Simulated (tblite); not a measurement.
Run record: tight-binding relaxation, `C1=C(B(F)F)CC1=O`.

Computed with GFN2-xTB geometry optimisation, gas phase (tblite 0.8.0). Start geometry: from a force field or distance geometry. A driver script takes a list of jobs; this job's settings line and coordinates (Å) are shown.

Command:
```bash
OMP_NUM_THREADS=1 python probes_run.py task.json out
```

Input:
```
{"job": {"kind": "relax", "xc": "GFN2-xTB", "basis": "xTB"}, "charge": 0, "multiplicity": 1}
O     -2.916700     0.216000    -0.559900
C     -1.679600     0.157700    -0.445600
C     -0.536400     1.094900    -0.163900
C      0.393400     0.110100    -0.231700
B      1.942800     0.026900    -0.062000
F      2.697300     1.227400     0.196900
F      2.622900    -1.237100    -0.199700
C     -0.661900    -0.847800    -0.481900
H     -0.489700     2.162100     0.006600
H     -0.781600    -1.596900     0.338400
H     -0.585100    -1.310500    -1.498500
```

Question: What does the run print?

Answer: 
```
step      E/eV     max force
  0    -675.95597    6.044
  1    -676.54151    7.059
  2    -676.81861    2.558
  3    -676.96677    1.230
  4    -677.04368    0.721
  5    -677.08134    0.589
  6    -677.09456    0.308
  7    -677.10252    0.222
  8    -677.11062    0.320
  9    -677.11493    0.168
... (9 lines left out)
 19    -677.11761    0.047
 20    -677.11783    0.051
 21    -677.11801    0.043
 22    -677.11814    0.032
 23    -677.11824    0.031
 24    -677.11834    0.036
 25    -677.11846    0.044
 26    -677.11856    0.033
 27    -677.11860    0.014
 28    -677.11861    0.004
```

«max force» is the largest atomic force in eV/Å.

Question: From which step on does the largest force stay under 0.1 eV/Å, and how much energy is left to gain from there?

Answer: From step 10 (0.074 eV/Å), 2.7 meV above the end.

Summary of the converged run: energy lowered by 26.8 kcal/mol over 28 steps; largest atomic force 0.004 eV/Å at the end.

The run took 0.42 s of wall time on an Intel Xeon at 2.50 GHz with one thread, shared host with 64 logical CPUs at a one-minute load of 57.
Labels such as C1 count atoms from 1, the log's own numbers from 0.
